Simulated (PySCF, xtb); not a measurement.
Ga(AsH2)(F)2 (AsF2GaH2), SMILES [F][Ga]([F])[AsH2].

GFN2-xTB (xtb) at its own geometry gives an orbital gap of 3.99 eV and a dipole moment of 5.65 D.

Geometry: PBE0-D3(BJ)/def2-SVP.

What does PBE/def2-TZVP in PySCF give? (Estimate from the structure and the level; the computed values follow.)

gap 5.05 eV (levels -7.39 and -2.34 eV), dipole 3.20 D.
